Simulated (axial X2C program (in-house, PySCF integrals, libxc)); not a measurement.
# GaS⁻: from the spin-free to the two-component result

Computed with an in-house all-electron X2C program for linear molecules (integrals from PySCF). Spin-free means the one-electron spin-free X2C Hamiltonian; two-component (2c) means X2C with spin–orbit coupling and atomic mean-field two-electron Coulomb and Gaunt terms, so the difference of the two also holds small scalar two-electron terms. Basis: Ga dyall-acv3z [10s10p8d5f1g], S dyall-av3z [9s8p3d2f] (cores contracted in-house); Gaussian nuclei, density fitting, unrestricted open shells. Masses: Ga 68.926 u, S 31.972 u.

Spin-free state: M_S = 0, Λ = 0 (closed shell); fragments Ga + S-.

```csv
level,Re (Å),ωe (cm⁻¹),De (eV),μ (D)
PBE0,2.127,450.4,4.233,-3.11
HF,2.127,470.0,2.928,-3.44
MP2,2.149,446.0,4.432,n/a
CCSD,2.144,451.4,4.071,n/a
CCSD(T),2.154,440.3,4.244,n/a
PW91,2.149,424.3,4.366,-3.06
```

Correlated methods: 10 electrons correlated (number of frozen shells: Ga 3 s, 2 p, 1 d; S 2 s, 1 p), 290 virtual spin orbitals or spinors in MP2, 88 natural virtuals in coupled cluster.

Dipoles are positive if S is the positive end and refer to the centre of mass.

Two-component determinant lowest at the distance of the search:

Ω = 0 (closed shell); fragments Ga + S-.

```tsv
level	Re (Å)	ωe (cm⁻¹)	De (eV)	μ (D)
PBE0	2.127	450.1	n/a	-3.11
HF	2.127	469.7	n/a	-3.45
MP2	2.149	445.7	4.358	n/a
CCSD	2.145	451.1	4.000	n/a
CCSD(T)	2.154	440.1	4.174	n/a
PW91	2.150	424.1	n/a	-3.07
```

Problem. From the two tables, how do the constants change at the CCSD(T) level (2c against spin-free)?

Solution. At the CCSD(T) level Re is unchanged within 0.001 Å and ωe is unchanged to within 0.2 cm⁻¹; De changes by -0.070 eV.

The state is a single determinant with fixed occupations, the lowest that a limited PBE0 search found. Closed shells are restricted here (equal orbitals for both partners); the stretched side of such a curve lies too high. De is counted from the lowest determinant-based energies of the atoms at the same level, without counterpoise correction. De is not given where an atomic determinant may have missed its ground term or J level, or where the truncated virtual space spoils (T). CCSD and (T) use frozen natural virtuals with an MP2 correction for the truncation; (T) itself is uncorrected, so its De runs slightly low. The functionals have no current-density term, which raises determinants with orbital currents, atoms included. The highest occupied level of some functionals is positive through self-interaction error; at Hartree–Fock it is bound. With the outer-core shells frozen, correlated bond lengths of heavy atoms tend to come out a few hundredths of an ångström too long. Hartree–Fock gets electron affinities wrong, so its lowest charge split need not be the true one.
